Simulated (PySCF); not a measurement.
GeS (SMILES [S]=[Ge]), singlet, geometry from GFN2-xTB; PBE0/6-31G** in PySCF.

Here is a job for PySCF.
```python
from pyscf import gto, scf, dft

mol = gto.M(
    atom='''
Ge   -0.00000000   -0.00000000   -0.67834772
S     0.00000000    0.00000000    1.35669544
''',
    basis='6-31g**',
    verbose=4,
)

mf = dft.RKS(mol)
mf.xc = 'pbe0'
mf.kernel()
mo_i, mo_e, stable_i, stable_e = mf.stability(internal=True, external=True, return_status=True, nroots=6, tol=1e-6)
print('internally stable:', stable_i, ' externally stable:', stable_e)
if not stable_e:
    umf = mf.to_uhf() if not hasattr(mf, 'xc') else mf.to_uks()
    umf.scf_summary = {}
    umf.kernel(umf.make_rdm1(mo_e, umf.mo_occ))
```

Output, abridged:

```
PySCF version 2.14.0

[INPUT] verbose = 4
[INPUT] num. atoms = 2
[INPUT] num. electrons = 48
[INPUT] charge = 0
[INPUT] spin (= nelec alpha-beta = 2S) = 0
[INPUT] symmetry False subgroup None
[INPUT] Mole.unit = angstrom
[INPUT] Symbol           X                Y                Z      unit          X                Y                Z       unit  Magmom
[INPUT]  1 Ge     0.000000000000   0.000000000000  -0.678347720000 AA    0.000000000000   0.000000000000  -1.281891408023 Bohr   0.0
[INPUT]  2 S      0.000000000000   0.000000000000   1.356695440000 AA    0.000000000000   0.000000000000   2.563782816046 Bohr   0.0

nuclear repulsion = 133.136602366232
number of shells = 20
number of NR pGTOs = 146
number of NR cGTOs = 50
basis = 6-31g**
ecp = {}

******** <class 'pyscf.dft.rks.RKS'> ********
method = RKS
initial guess = minao
damping factor = 0
level_shift factor = 0
DIIS = <class 'pyscf.scf.diis.CDIIS'>
diis_start_cycle = 1
diis_space = 8
diis_damp = 0
SCF conv_tol = 1e-09
SCF conv_tol_grad = None
SCF max_cycles = 50
direct_scf = True
direct_scf_tol = 1e-13
XC library pyscf.dft.libxc version 7.1.2
    S. Lehtola, C. Steigemann, M. J. T. Oliveira, and M. A. L. Marques,  SoftwareX 7, 1–5 (2018)
XC functionals = pbe0
    C. Adamo and V. Barone,  J. Chem. Phys. 110, 6158 (1999)
    M. Ernzerhof and G. E. Scuseria,  J. Chem. Phys. 110, 5029 (1999)
radial grids:
    Treutler-Ahlrichs [JCP 102, 346 (1995); DOI:10.1063/1.469408] (M4) radial grids

becke partition: Becke, JCP 88, 2547 (1988); DOI:10.1063/1.454033
pruning grids: <function nwchem_prune>
grids dens level: 3
symmetrized grids: False
atomic radii adjust function: <function treutler_atomic_radii_adjust>
small_rho_cutoff = 0
Set gradient conv threshold to 3.16228e-05
Initial guess from minao.
tot grids = 39520
init E= -2473.9596713715
cycle= 1 E= -2474.43084045415  delta_E= -0.471  |g|= 0.534  |ddm|= 1.72
cycle= 2 E= -2473.5744869301  delta_E= 0.856  |g|= 1.56  |ddm|= 2.44
cycle= 3 E= -2474.51900325907  delta_E= -0.945  |g|= 0.126  |ddm|= 1.98
cycle= 4 E= -2474.52228601356  delta_E= -0.00328  |g|= 0.0629  |ddm|= 0.212
cycle= 5 E= -2474.52358203635  delta_E= -0.0013  |g|= 0.0073  |ddm|= 0.0669
cycle= 6 E= -2474.52360483348  delta_E= -2.28e-05  |g|= 0.00164  |ddm|= 0.00993
cycle= 7 E= -2474.52360596309  delta_E= -1.13e-06  |g|= 0.000281  |ddm|= 0.00247
cycle= 8 E= -2474.52360598942  delta_E= -2.63e-08  |g|= 1.45e-05  |ddm|= 0.000371
cycle= 9 E= -2474.52360598949  delta_E= -7e-11  |g|= 3.67e-06  |ddm|= 2.35e-05
Extra cycle  E= -2474.52360598946  delta_E= 2.46e-11  |g|= 8.65e-06  |ddm|= 1.71e-05
converged SCF energy = -2474.52360598946
rhf_internal: lowest eigs of H = [0.58672596 0.58672624 0.59668865 0.6822321  0.68223212 0.98081951]
<class 'pyscf.dft.rks.RKS'> wavefunction is stable in the internal stability analysis
rhf_real2complex: lowest eigs of H = [0.12600023 0.13713869 0.13713869 0.14673027 0.14795049 0.14795049]
<class 'pyscf.dft.rks.RKS'> wavefunction is stable in the real -> complex stability analysis
rhf_external: lowest eigs of H = [0.06523088 0.08850994 0.08851021 0.09228776 0.09228778 0.14917219]
<class 'pyscf.dft.rks.RKS'> wavefunction is stable in the RHF/RKS -> UHF/UKS stability analysis
internally stable: True  externally stable: True
```
